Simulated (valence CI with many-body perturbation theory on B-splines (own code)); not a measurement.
Cl3+ in brief

Method: configuration interaction combined with many-body perturbation theory (CI+MBPT): four valence electrons over a frozen Dirac-Fock core [Ne], radial functions for each j: 11 s, 11 p, 9 d, 7 f, 5 g, 2 h, 1 i, with the one-electron correlation potential Σ1 (screened to all orders), the two-electron term Σ2, the three-electron term Σ3, Breit, model QED; selected single and double excitations, second order for the rest, scaled by the run's own slope (own B-spline code, finite nucleus).

Set against measurement, 21 paired levels are off by 44 cm⁻¹ on average, the worst by 187. These come from a selection out of Moore, Atomic Energy Levels, vol. I, NSRDS-NBS 35 (1971 reprint of NBS Circular 467, 1949), an old analysis. Levels without a partner in it may be off by more. Among the levels kept, up to 320 cm⁻¹ of a level comes from second order outside the variational space, and about a tenth of that is noise between levels of different J, which matters for small intervals.

Rates and lifetimes use the calculated energies. Strong lines usually hold to 10 to 20 %, long lifetimes can be off by a factor of two.

(1) What is the ground level?

(2) Name the longest-lived excited levels whose lifetime is computed, and their main decay.

(3) Among levels below 33.812 eV, which E1 lines absorb most strongly from the ground level?

(4) How is the term ³P of the ground level split?

(5) Where does the other parity begin?

Answers

(1) 3s²3p² ³P_0, composition 95 % 3s²3p² ³P.

(2) 3s²3p² ³P_1 at 0.061 eV lives 463 s, mostly by M1 to 3s²3p² ³P_0; 3s²3p² ³P_2 at 0.167 eV lives 119 s, mostly by M1 to 3s²3p² ³P_1; 3s²3p² ¹D_2 at 1.716 eV lives 3.57 s, mostly by M1 to 3s²3p² ³P_2.

(3) to 3s²3p3d ³D°_1 at 53.46 nm, f = 1.33; to 3s²3p3d ³P°_1 at 54.92 nm, f = 0.785; to 3s3p³ ³S°_1 at 60.64 nm, f = 0.286.

(4) J = 0 at 0.000, J = 1 at 0.061, J = 2 at 0.167 eV.

(5) At 3s3p³ ⁵S°_2, 8.914 eV.
